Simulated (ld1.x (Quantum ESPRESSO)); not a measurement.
# Scattering properties, PAW potential for Cu (Z = 29)

```json
{
  "Element": "copper (Cu)",
  "Generator": "ld1.x (Quantum ESPRESSO) 7.5",
  "Type": "PAW",
  "Functional": "revPBE",
  "Relativity": "scalar-relativistic",
  "Frozen core": "[Ne]",
  "Valence charge": "19",
  "Reference configuration": "3s2 3p6 3d10 4s0 4p1",
  "Partial waves": "3s (bound): rcut 0.95, rcutus 1.05 bohr; 4s (bound, empty): rcut 0.95, rcutus 1.05 bohr; 3p (bound): rcut 1.05, rcutus 1.15 bohr; 4p (bound): rcut 1.05, rcutus 1.15 bohr; 3d (bound): rcut 1.20, rcutus 1.45 bohr; 3d channel at 2.7 Ry: rcut 1.20, rcutus 1.45 bohr",
  "Local potential": "all-electron potential smoothed inside 1.05 bohr (lloc = -1)",
  "Core correction": "Bessel-smoothed model core, default radius (core density twice the valence density)",
  "Augmentation charge": "BESSEL, radius 0.85 bohr"
}
```

The phase is arctan(r·u′/u) with u = r·R(r), unwrapped; energies in Ry, scanned from -11 to 5 Ry. A pole is an energy at which the radial function vanishes at the test radius. The pseudo phase is shifted by a multiple of π to meet the all-electron one at the reference energy, and phase errors are pseudo minus all-electron; the curves can meet again beyond the range given. Levels narrower than the energy grid can be missing from the lists of poles.

```tsv
channel	radius (bohr)	reference energy (Ry)	poles, all-electron	poles, pseudo	unbroken range about the reference energy with phases within 0.05 rad	phase error 1 Ry above the reference energy (rad)
s	1.59	-0.44	-8.38	-8.38	the whole range	+0.000
p	1.59	-0.12	-5.12	-5.12	the whole range	-0.001
d	1.59	-0.52	0.28	0.28	below 4.9	-0.001
```

The ghost test of this file was not conclusive. Its overlap operator is not positive definite in a basis up to 400 Ry (lowest eigenvalue s -0.02), so the file is unfit for use: the generalised eigenproblem breaks down once the basis is large enough, and its test numbers describe a broken file.

Phases in the p channel:

```csv
E (Ry),all-electron,pseudo
-11.00,1.361,1.361
-10.76,1.358,1.358
-10.52,1.355,1.354
-10.28,1.351,1.351
-10.04,1.347,1.347
-9.80,1.343,1.343
-9.56,1.338,1.338
-9.32,1.333,1.333
-9.08,1.328,1.328
-8.84,1.322,1.322
-8.60,1.315,1.315
-8.36,1.308,1.308
-8.12,1.300,1.299
-7.88,1.290,1.289
-7.64,1.278,1.277
-7.40,1.264,1.263
-7.16,1.245,1.245
-6.92,1.221,1.220
-6.68,1.186,1.185
-6.44,1.131,1.131
-6.20,1.029,1.028
-5.96,0.768,0.766
-5.72,-0.225,-0.227
-5.48,-1.242,-1.242
-5.24,-1.509,-1.509
-5.00,-1.615,-1.615
-4.76,-1.672,-1.672
-4.52,-1.709,-1.709
-4.28,-1.736,-1.736
-4.04,-1.757,-1.757
-3.80,-1.775,-1.775
-3.56,-1.791,-1.791
-3.32,-1.805,-1.806
-3.08,-1.819,-1.819
-2.84,-1.832,-1.833
-2.60,-1.846,-1.846
-2.36,-1.859,-1.859
-2.12,-1.873,-1.873
-1.88,-1.887,-1.887
-1.64,-1.902,-1.902
-1.40,-1.918,-1.918
-1.16,-1.936,-1.936
-0.92,-1.954,-1.954
-0.68,-1.975,-1.975
-0.44,-1.997,-1.997
-0.20,-2.022,-2.022
0.04,-2.051,-2.051
0.28,-2.083,-2.083
0.52,-2.119,-2.120
0.76,-2.162,-2.162
1.00,-2.211,-2.212
1.24,-2.269,-2.271
1.48,-2.338,-2.341
1.72,-2.421,-2.426
1.96,-2.522,-2.528
2.20,-2.642,-2.653
2.44,-2.786,-2.802
2.68,-2.952,-2.975
2.92,-3.136,-3.167
3.16,-3.328,-3.366
3.40,-3.514,-3.557
3.64,-3.683,-3.729
3.88,-3.829,-3.876
4.12,-3.953,-3.999
4.36,-4.055,-4.101
4.60,-4.140,-4.185
4.84,-4.211,-4.255
```
